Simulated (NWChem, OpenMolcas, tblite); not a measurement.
## InPH6 (SMILES [PH3+][InH3-]): methods side by side

InPH6: 8 atoms, total charge 0, spin state singlet. As SMILES, `[PH3+][InH3-]`. The coordinates come from a PBE0-D4/def2-TZVP relaxation.

| atom | x (Å) | y (Å) | z (Å) |
| --- | --- | --- | --- |
| P | -0.5933 | 0.0626 | -1.0266 |
| In | 0.8220 | -0.0999 | 1.3628 |
| H | -1.9975 | -0.0772 | -1.0218 |
| H | -0.3189 | -0.8557 | -2.0621 |
| H | -0.5268 | 1.2405 | -1.8008 |
| H | 0.0233 | 1.2408 | 2.1119 |
| H | 2.3761 | 0.1407 | 0.6389 |
| H | 0.3074 | -1.7088 | 1.7418 |

Each level gives the energy change with the In2–H8 bond stretched from 1.731 to 2.597 Å (eV). The values are calculated.

```tsv
level	kind	program	value (eV)	less CCSD(T)/def2-SVP	CPU time (all runs)
GFN1-xTB	semi-empirical	tblite	1.78	+0.21	under 2 s
HF/def2-SVP (core potential) (unrestricted)	Hartree–Fock	OpenMolcas	1.75	+0.18	9.3 s
SVWN5/def2-SVP (core potential) (restricted)	LDA	OpenMolcas	1.59	+0.02	24 s
PBE/def2-SVP (core potential) (restricted)	GGA	OpenMolcas	1.47	-0.10	36 s
r2SCAN/def2-SVP (core potential) (restricted)	meta-GGA	OpenMolcas	1.62	+0.05	44 s
B3LYP/def2-SVP (core potential) (restricted)	global hybrid	OpenMolcas	1.56	-0.01	32 s
BHLYP/def2-SVP (core potential) (restricted)	global hybrid	OpenMolcas	1.73	+0.16	29 s
B2PLYP/def2-SVP (core potential) (restricted)	double hybrid	OpenMolcas	1.65	+0.08	24 s
MP2/def2-SVP (core potential) (restricted)	perturbation theory	NWChem	1.77	+0.20	37 s
CCSD(T)/def2-SVP (core potential) (restricted)	coupled cluster or CI	OpenMolcas	1.57	0.00	46 s
```

Differences are taken from CCSD(T)/def2-SVP (core potential) (restricted) for orientation; it has basis-set and higher-order errors of its own. The first shape isn't each level's own minimum. The values span 1.47 to 1.78 eV. In the correlated wave-function rows the outer d shell of In is correlated, in sets not made for it. In so small a basis fixed costs decide the times, and correlated methods can beat functionals. CPU times are rough (shared hosts, several kinds of processor and program).
